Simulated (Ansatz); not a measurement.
Stepwise reaction of `[AlH2][GeH3]` with hydrogen chloride, as a gas-phase model of exchange steps in deposition or etching. ΔE in kJ/mol.

Isolated molecules relaxed with PBE0-D4/def2-TZVP in Ansatz; ΔE leaves out vibrations. CCSD(T)/CBS is the MP2 limit (def2-TZVPP, def2-QZVPP) plus CCSD(T) − MP2 in def2-TZVPP, frozen cores. This one scheme is used for every species. DFT in def2-TZVPP. B3LYP here is the variant with VWN-RPA as its local correlation; programs differ in this. For Ge outer-core shells are correlated without core-valence functions, which leaves a few kJ/mol of doubt a bond. Scalar relativity is left out up to krypton.

```
step                                       reaction  PBE-D4  B3LYP-D4  ωB97M-V  CCSD(T)/CBS
   1  `[AlH2][GeH3]` + HCl → `[Cl][AlH][GeH3]` + H₂  -150.7    -152.0   -152.4       -154.1
```

Question: Give the row of step 2, `[Cl][AlH][GeH3]` + HCl → `[Cl][Al]([Cl])[GeH3]` + H₂. (An estimate is asked.)

Answer: The calculation gave: 
```tsv
step	reaction	PBE-D4	B3LYP-D4	ωB97M-V	CCSD(T)/CBS
2	`[Cl][AlH][GeH3]` + HCl → `[Cl][Al]([Cl])[GeH3]` + H₂	-146.6	-148.3	-148.3	-150.2
```

Question: By hand: ΔE of the 2 steps together at CCSD(T)/CBS.

Answer: (-154.1) + (-150.2) = -304.3 kJ/mol, or -152.1 kJ/mol a step.

In ΔE the steps differ by no more than 3.9 kJ/mol. All are downhill at CCSD(T)/CBS. PBE-D4 differs from CCSD(T)/CBS by 3.4 to 3.6 kJ/mol a step. Isolated molecules leave out the surface, adducts and barriers. Largest T1 diagnostic: 0.012.
